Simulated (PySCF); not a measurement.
Identify the compound

An unknown has the formula C$_{6}$H$_{8}$FP. Its calculated NMR data are:

1H NMR (500 MHz, computed): δ 6.62 (m, 1H), 4.92 (m, 1H), 2.29 (m, 3H), 2.12 (s, 3H).

13C{1H} NMR (computed): δ 176.9, 143.3, 142.8, 134.3, 21.5, 13.8.

- PBE0/pcSseg-1 with gauge-including orbitals
- GFN2-xTB geometry
- program: PySCF 2.14.0 with density-fitted response routines
- no relativistic terms, isolated molecule, rapidly exchanging positions averaged, one conformer

Shifts are taken against calculated references (same method and geometry level): TMS for 1H and 13C.

Q: Choose the structure that fits.
A. CP1C=CC(F)C=C1
B. Cc1cp(C)cc1F
C. Cc1cc(C)c(F)[pH]1

A: C. 

6 carbon signals for 6 carbons: no two carbons are equivalent. Carbon types of the structure: 3 × C, 1 × CH, 2 × CH3, leaving 1 H on heteroatoms. δC 176.9, 142.8, 134.3: unsaturated ring carbon. δC 143.3: unsaturated ring CH. δC 21.5, 13.8: methyl carbon on an unsaturated ring; aliphatic region, no heteroatom directly attached. δH 6.62: hydrogen on a unsaturated ring CH. δH 2.29, 2.12: hydrogen on a methyl carbon on an unsaturated ring.

The others: Cc1cp(C)cc1F has carbons computed at 172.6, 148.5, 143.8, 118.7, 18.4, 13.2, with a different DEPT pattern; CP1C=CC(F)C=C1 would give 4 carbon signals, not 6.

Splittings by 19F and 31P in the carbon and heteronuclear signals aren't shown, as no couplings were computed. Shifts are as computed. Against solution values, carbons near 30 ppm lie about +3 ppm off and those near 130 ppm about +5 ppm. Of 1211 compounds with measured shifts, 218 miss one by over three times the rms of a fit or turn the order of signals round; such compounds aren't used in these exercises. Multiplicities follow the n + 1 count of equivalent neighbours, as no J values were calculated; m marks all less simple cases, F and P coupling included.
